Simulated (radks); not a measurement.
Coherent X-ray form factor from a spherical all-electron density. All-electron calculation, scalar-relativistic Kohn-Sham, PBEsol, spin-polarised, spherical densities, finite nucleus; Fermi nuclear charge, rms radius of each element as measured or else 0.836 A^(1/3) + 0.57 fm. Program: a radial shooting solver on a logarithmic mesh with Libxc functionals.

sin(theta)/lambda (1/angstrom)  f0 (electrons)
0.05                                     9.946
0.1                                      9.788
0.15                                     9.533
0.2                                      9.193
0.25                                     8.782
0.3                                      8.317
0.4                                      7.295
0.5                                      6.250
0.6                                      5.273
0.8                                      3.707
1                                        2.686
1.25                                     1.969
1.5                                      1.604
2                                        1.264

The species is in the configuration that NIST lists as its ground one. Which atom or ion scatters so?

Answer. The silicon ion Si4+, [Ne]. Extrapolating in s^2 from the first two rows gives f0(0) = 10.0, near the electron count 10; among species with that count, the fall with angle is slower the higher Z, and the table is that of Z = 14; from so few rows the species is fixed only to a neighbour or two.
